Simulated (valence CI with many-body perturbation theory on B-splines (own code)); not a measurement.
**Se2+: one-electron terms**

Calculated by configuration interaction combined with many-body perturbation theory (CI+MBPT): four valence electrons over a frozen Dirac-Fock core [Ar] 3d10, radial functions for each j: 11 s, 11 p, 9 d, 7 f, 5 g, 2 h, 1 i, with the one-electron correlation potential Σ1, the two-electron term Σ2, the three-electron term Σ3, Breit, model QED; selected CI, second order for the rest, scaled by the run's own slope (own B-spline code, finite nucleus).

Set against measurement, 29 paired levels are off by 223 cm⁻¹ on average, the worst by 778. These come from a selection out of Moore, Atomic Energy Levels, vol. II, NSRDS-NBS 35 (1971 reprint of NBS Circular 467, 1952), an old analysis. Levels without a partner in it may be off by more. Among the levels kept, up to 460 cm⁻¹ of a level comes from second order outside the variational space, and about a tenth of that is noise between levels of different J, which matters for small intervals.

These are the spectroscopic orbitals of the CI (the correlating ones are not listed), shaped by the core and the other valence electrons. h is the expectation value of the core's Dirac-Fock operator, without the valence repulsion; Σ1 is computed up to l = 3 at one energy for each symmetry, that of its lowest orbital but kept below the first core excitation, so for empty shells it is not the orbital's own correlation shift; Breit and QED include the response of the core.

| Orbital | h (hartree) | Σ1 (cm⁻¹) | Breit (cm⁻¹) | QED (cm⁻¹) | ⟨r⟩ (bohr) |
| --- | --- | --- | --- | --- | --- |
| 4s1/2 | -2.9321 | -8085 | 144 | 131 | 1.728 |
| 5s1/2 | -1.3705 | -1412 | 32.5 | 29.1 | 4.057 |
| 6s1/2 | -0.78259 | -489 | 12.0 | 10.7 | 7.469 |
| 7s1/2 | -0.50787 | -234 | 5.9 | 5.3 | 11.84 |
| 4p1/2 | -2.4097 | -5874 | 178 | -6.6 | 2.000 |
| 5p1/2 | -1.1541 | -1023 | 38.2 | -1.5 | 4.794 |
| 6p1/2 | -0.68576 | -407 | 16.1 | -0.6 | 8.525 |
| 7p1/2 | -0.45588 | -207 | 8.4 | -0.3 | 13.23 |
| 4p3/2 | -2.3833 | -5635 | 104 | 1.7 | 2.028 |
| 5p3/2 | -1.1452 | -997 | 22.6 | 0.3 | 4.835 |
| 6p3/2 | -0.68167 | -397 | 9.8 | 0.1 | 8.579 |
| 7p3/2 | -0.45368 | -202 | 5.1 | 0.1 | 13.29 |
| 4d3/2 | -1.5465 | -1713 | 10.6 | -1.9 | 3.154 |
| 5d3/2 | -0.83356 | -540 | 4.0 | -0.7 | 6.728 |
| 6d3/2 | -0.53104 | -257 | 2.0 | -0.4 | 11.19 |
| 4d5/2 | -1.5431 | -1692 | 0.2 | -1.2 | 3.163 |
| 5d5/2 | -0.83227 | -535 | 0.1 | -0.4 | 6.739 |
| 6d5/2 | -0.53039 | -255 | 0.1 | -0.2 | 11.20 |
| 4f5/2 | -0.87265 | -160 | 0.0 | 0.0 | 5.766 |
| 5f5/2 | -0.55944 | -99 | 0.0 | 0.0 | 10.16 |
| 4f7/2 | -0.87273 | -160 | 0.0 | 0.0 | 5.765 |
| 5f7/2 | -0.55947 | -99 | 0.0 | 0.0 | 10.16 |
| 5g7/2 | -0.54085 |  | 0.0 | 0.0 | 9.151 |
| 5g9/2 | -0.54084 |  | 0.0 | 0.0 | 9.151 |

Among the shells of the start configuration 4s2 4p2, Σ1 is largest in size for 4s1/2, where it is 1.3 % of h.

Lowest root of each symmetry, sizes in configuration state functions:

```
J  Parity  Roots  Reference  Variational  Second order  Change by selected CI (cm⁻¹)  Change by second order (cm⁻¹)
0    even      8         18        34582        490166                         -9772                            -22
1    even     15         35        41063       1324076                         -9618                           -108
2    even     16         40        39843       2394951                         -9645                           -154
3    even      9         26        40098       2506540                        -16310                           -385
4    even      6         13        39877       2112855                        -16511                           -178
5    even      3          4        44588       1619086                        -15088                           -152
0     odd      6         13        35373        421498                        -13717                            -32
1     odd     15         33        39994       1457506                        -12484                            -91
2     odd     15         33        39927       2206002                         -6036                            -68
3     odd      8         20        39885       2163876                        -12402                           -180
4     odd      3          9        39990       1882942                        -16660                           -270
```
